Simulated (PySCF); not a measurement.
Si(H)2(Br)(Et) (C2H7BrSi), SMILES CC[SiH2]Br.

Coordinates come from a B3LYP-D3(BJ)/def2-SVP optimisation. Other conformers were not sampled.

These are PBE0/def2-TZVP (PySCF) values and carry that method's errors.

Gas-phase values at a fixed geometry.

Computed frontier levels, gap, dipole moment and polarisability:
The highest occupied level is -8.15 eV. The lowest empty level is 0.02 eV. The orbital gap comes out as 8.16 eV. The dipole moment comes out as 2.07 D and the quadrupole, principal values (traceless, Buckingham form, about the centre of nuclear charge) comes out as -1.45, -0.47, 1.92 D·Å. The mean static polarisability is 70.3 bohr³ (10.41 Å³) and the polarisability, principal values is 60.0, 70.0, 80.8 bohr³.
